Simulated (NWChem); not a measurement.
Species: CH6MgO2Si; SMILES C[O][Mg][O][SiH3]

```xyz
11

Mg     0.0000     0.0000     0.5740
O      0.0000     0.0000     2.3513
C      0.0000     0.0000     3.7353
H     -0.1858     1.0183     4.1569
H     -0.7889    -0.6700     4.1569
H      0.9747    -0.3482     4.1569
O      0.0000     0.0000    -1.2341
Si     0.0000     0.0000    -2.8859
H     -0.5053    -1.3132    -3.4355
H      1.3899     0.2190    -3.4355
H     -0.8846     1.0942    -3.4355
```
Atoms are numbered in this order, from 1.

Computed with NWChem. Pople sets run with spherical d functions. All runs use the structure optimised with PBE-D3(BJ)/def2-SVP. Level MN15/6-31G*: energy and gradient on several grids; changes count from the extra-fine grid, which is no exact limit either.

```tsv
grid	size of the energy change (μHa)	largest change of a gradient component (μHa/bohr)
xcoarse	90000	2000
coarse	900	1000
medium	60	500
fine	< 10	80
xfine	< 10	< 30
```
